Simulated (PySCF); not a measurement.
C6H7BrSi, SMILES [SiH3]c1ccc(Br)cc1, GFN2-xTB optimised geometry.

```
15

Si    -1.62    -2.25     0.01
C     -0.63    -0.64     0.00
C     -1.28     0.59     0.00
C     -0.58     1.78     0.00
C      0.81     1.74     0.00
Br     1.79     3.37     0.00
C      1.49     0.53     0.00
C      0.76    -0.64     0.00
H     -2.36    -2.34     1.27
H     -2.57    -2.22    -1.11
H     -0.70    -3.37    -0.13
H     -2.36     0.62     0.00
H     -1.10     2.73     0.00
H      2.57     0.52     0.00
H      1.30    -1.58     0.00
```

Density from PBE/def2-TZVP (PySCF) at that geometry.

Minimum of the electron density along straight lines between bonded atoms, close to the bond critical point (lines longer than 1.1 times the sum of covalent radii, or with two minima, are not listed):

```json
[
 {"bond": "Si1–C2", "length / Å": "1.890", "ρ at the minimum / e bohr⁻³": "0.117", "∇²ρ there / e bohr⁻⁵": "0.17", "position (fraction from the first atom)": "0.39"},
 {"bond": "C2–C3", "length / Å": "1.392", "ρ at the minimum / e bohr⁻³": "0.312", "∇²ρ there / e bohr⁻⁵": "-0.88", "position (fraction from the first atom)": "0.50"},
 {"bond": "C3–C4", "length / Å": "1.382", "ρ at the minimum / e bohr⁻³": "0.318", "∇²ρ there / e bohr⁻⁵": "-0.91", "position (fraction from the first atom)": "0.50"},
 {"bond": "C4–C5", "length / Å": "1.384", "ρ at the minimum / e bohr⁻³": "0.319", "∇²ρ there / e bohr⁻⁵": "-0.91", "position (fraction from the first atom)": "0.48"},
 {"bond": "C5–Br6", "length / Å": "1.908", "ρ at the minimum / e bohr⁻³": "0.161", "∇²ρ there / e bohr⁻⁵": "-0.17", "position (fraction from the first atom)": "0.45"},
 {"bond": "C5–C7", "length / Å": "1.383", "ρ at the minimum / e bohr⁻³": "0.319", "∇²ρ there / e bohr⁻⁵": "-0.92", "position (fraction from the first atom)": "0.52"},
 {"bond": "C2–C8", "length / Å": "1.391", "ρ at the minimum / e bohr⁻³": "0.313", "∇²ρ there / e bohr⁻⁵": "-0.88", "position (fraction from the first atom)": "0.50"},
 {"bond": "C7–C8", "length / Å": "1.383", "ρ at the minimum / e bohr⁻³": "0.318", "∇²ρ there / e bohr⁻⁵": "-0.91", "position (fraction from the first atom)": "0.50"},
 {"bond": "Si1–H9", "length / Å": "1.465", "ρ at the minimum / e bohr⁻³": "0.123", "∇²ρ there / e bohr⁻⁵": "0.17", "position (fraction from the first atom)": "0.50"},
 {"bond": "Si1–H10", "length / Å": "1.464", "ρ at the minimum / e bohr⁻³": "0.124", "∇²ρ there / e bohr⁻⁵": "0.17", "position (fraction from the first atom)": "0.50"},
 {"bond": "Si1–H11", "length / Å": "1.463", "ρ at the minimum / e bohr⁻³": "0.124", "∇²ρ there / e bohr⁻⁵": "0.17", "position (fraction from the first atom)": "0.50"},
 {"bond": "C3–H12", "length / Å": "1.081", "ρ at the minimum / e bohr⁻³": "0.286", "∇²ρ there / e bohr⁻⁵": "-1.00", "position (fraction from the first atom)": "0.64"},
 {"bond": "C4–H13", "length / Å": "1.080", "ρ at the minimum / e bohr⁻³": "0.286", "∇²ρ there / e bohr⁻⁵": "-1.01", "position (fraction from the first atom)": "0.65"},
 {"bond": "C7–H14", "length / Å": "1.080", "ρ at the minimum / e bohr⁻³": "0.286", "∇²ρ there / e bohr⁻⁵": "-1.01", "position (fraction from the first atom)": "0.65"},
 {"bond": "C8–H15", "length / Å": "1.080", "ρ at the minimum / e bohr⁻³": "0.286", "∇²ρ there / e bohr⁻⁵": "-1.00", "position (fraction from the first atom)": "0.64"}
]
```
